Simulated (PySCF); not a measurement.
## Shapes and spin states of ZrO2

All numbers come from PySCF, PBE0, basis Zr def2-TZVP with ECP28, O def2-TZVP (scalar-relativistic core potentials, no spin–orbit coupling, density fitting).

Relaxations began from a few typed shapes and spin states; open shells are unrestricted. The search is not exhaustive: other isomers or separated fragments can lie lower, and high-lying points may rest on an excited occupation.

```json
{"spin": "singlet", "group": "C2v", "bonds": "Zr–O 1.762 Å (×2)", "angles": "O–Zr–O 108.0°", "imaginary modes (cm⁻¹)": "none", "ΔE (kJ/mol)": "0.0", "ΔE with ZPE (kJ/mol)": "0.0"}
{"spin": "singlet", "group": "D∞h", "bonds": "Zr–O 1.847 Å (×2)", "angles": "O–Zr–O 180.0°", "imaginary modes (cm⁻¹)": "349i, 349i", "ΔE (kJ/mol)": "226.2", "ΔE with ZPE (kJ/mol)": "–"}
{"spin": "broken-symmetry Ms = 0 (⟨S²⟩ 0.67)", "group": "C2v", "bonds": "O–O 1.445 Å, Zr–O 1.906 Å (×2)", "angles": "O–O–Zr 67.7° (×2), O–Zr–O 44.6°", "imaginary modes (cm⁻¹)": "none", "ΔE (kJ/mol)": "398.1", "ΔE with ZPE (kJ/mol)": "398.6"}
{"spin": "singlet (closed shell, unstable to spin polarisation)", "group": "C2v", "bonds": "O–O 1.452 Å, Zr–O 1.891 Å (×2)", "angles": "O–O–Zr 67.4° (×2), O–Zr–O 45.2°", "imaginary modes (cm⁻¹)": "none", "ΔE (kJ/mol)": "412.2", "ΔE with ZPE (kJ/mol)": "412.9"}
{"spin": "triplet", "group": "Cs", "bonds": "O–O 1.471 Å, Zr–O 1.897 Å, Zr–O 1.972 Å", "angles": "O–O–Zr 65.0°, O–O–Zr 70.4°, O–Zr–O 44.7°", "imaginary modes (cm⁻¹)": "none", "ΔE (kJ/mol)": "428.4", "ΔE with ZPE (kJ/mol)": "427.4"}
```

The lowest minimum found is the singlet C2v: Zr–O 1.762 Å (×2); O–Zr–O 108.0°.

Formally Zr is in oxidation state +4, d0. A d0 centre has no lone pair, yet it is C2v rather than linear: covalent bonding through the d orbitals favours lower symmetry. The polar-tensor charge on Zr, 1.93, is far below the formal one.
